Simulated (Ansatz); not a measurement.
The same group exchange along the group F, Cl, I.

Isolated molecules relaxed with PBE0-D4/def2-TZVP in Ansatz; ΔE leaves out vibrations. CBS: MP2 limit from def2 TZ/QZ plus the TZ coupled-cluster correction, frozen cores. This one scheme is used for every species. DFT in def2-TZVPP. Elements past krypton have def2 core potentials. For I, Te outer-core shells are correlated without core-valence functions, which leaves a few kJ/mol of doubt a bond. Each species was taken in one conformer, which may not be the lowest.

```
                                     reaction  CCSD(T)/CBS(def2) (kJ/mol)
`FC[TeH]` + CH₃OH → `OC[TeH]` + fluoromethane                           ?
       `ClC[TeH]` + CH₃OH → `OC[TeH]` + `CCl`                         -15
         `[TeH]CI` + CH₃OH → `OC[TeH]` + `CI`                         -11
```

Task: Fill in the missing values. (An estimate is asked.)

Result: Computed: `FC[TeH]` + CH₃OH → `OC[TeH]` + fluoromethane: -9.4 kJ/mol.

Largest T1 diagnostic: 0.011, for `FC[TeH]`.
